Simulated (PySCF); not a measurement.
# Yb (ytterbium, neutral): UHF calculation

Configuration: [Xe] 4f14 6s2, closed-shell 1S. Computed with PySCF 2.14 in cc-pVTZ-X2C, with scalar relativity by spin-free X2C-1e.

| Item | Value |
| --- | --- |
| Total energy | -14054.449503 hartree |
| One-electron energy | -19311.7715 hartree |
| Hartree (Coulomb) energy | 5550.0861 hartree |
| Exchange energy | -292.7640 hartree |
| ⟨S²⟩ | 0.0000 |
| ⟨L²⟩ | 0.000 |
| Sum of ⟨r⟩ | 44.34 bohr |
| Sum of ⟨r²⟩ | 76.96 bohr² |
| Langevin diamagnetic susceptibility | -61.0 ×10⁻⁶ cm³/mol |

```csv
shell,electrons,mean orbital energy (hartree),"rms radius, mean of both spins (bohr)"
1s,2,-2265.14297,0.0223
2s,2,-388.59667,0.0901
2p,6,-343.14615,0.0815
3s,2,-89.65772,0.231
3p,6,-75.63724,0.232
3d,10,-58.10635,0.212
4s,2,-18.66138,0.519
4p,6,-13.95407,0.553
4d,10,-7.56354,0.606
5s,2,-2.43740,1.31
5p,6,-1.25351,1.57
4f,14,-0.50709,0.870
6s,2,-0.19615,4.54
```

Spin-orbit coupling, which splits the p, d and f shells strongly at this Z, is absent.

Densities and radii are taken from the X2C orbitals without a picture-change correction, which distorts them close to the nucleus.

Spin-orbit constants ζ (cm⁻¹) from the X2C one-electron operator on these orbitals: bare nucleus, nucleus screened by l(l+1)(2l+1)/3 electrons, and screened by the Breit-Pauli mean field of the electrons.

```csv
shell,bare,screened nucleus,mean field
2p,5348000,5195000,n/a
3p,1147000,1114000,n/a
3d,179700,154000,n/a
4p,253300,246000,n/a
4d,33570,28780,n/a
4f,5029,3017,n/a
5p,28370,27560,n/a
```
